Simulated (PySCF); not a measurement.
A calculated (PBE, PySCF 2.14, x2c-TZVPPall with one added diffuse shell each of s, p, d, f type, the spin-free X2C one-electron Hamiltonian (Gaussian nucleus)) atom or ion has these occupied shells.

| shell | electrons | orbital energy (eV) | rms radius, mean of both spins (bohr) |
| --- | --- | --- | --- |
| 1s | 2 | -9517.7 | 0.0580 |
| 2s | 2 | -1158.2 | 0.245 |
| 2p | 6 | -1004.1 | 0.219 |
| 3s | 2 | -129.20 | 0.732 |
| 3p | 6 | -83.412 | 0.776 |
| 3d | 10 | -10.176 | 1.06 |
| 4s | 2 | -5.996 | 2.88 |

(1) Name the element and its charge.

## Answers

(1) Zn (zinc, neutral), in [Ar] 3d10 4s2, closed-shell 1S.
